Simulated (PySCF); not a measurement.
**How methods differ on the excitation energy of Te**

Te [Kr] 4d10 5s2 5p4 (3P) → Te [Kr] 4d10 5s2 5p3 5d1 (5D), as a difference of total energies. Calculation: PySCF 2.14, in aug-cc-pwCVTZ-PP with ECP28MDF (8s7p6d4f1g, 96 functions); scalar relativity through the core potential. Correlated levels: valence: 4s2 4p6 4d10 frozen. The calculations carry no spin-orbit coupling.

| method | excitation energy (eV) |
| --- | --- |
| UHF | 6.321 |
| MP2 (valence) | 6.758 |
| SCS-MP2 (valence) | 6.919 |
| CCSD (valence) | 6.852 |
| CCSD(T) (valence) | 6.874 |

Problem. How much does correlation contribute at CCSD(T) (valence)?

Solution. 6.874 − (6.321) = 0.553 eV, measured against UHF.

Errors of the correlated levels include the incompleteness of this basis and the frozen core.

The promoted electron is Rydberg-like, and one or two diffuse shells describe it only roughly, which tends to raise the upper state.

For comparison: 6.655 eV (measured; NIST levels, between the centres of gravity of the two terms).
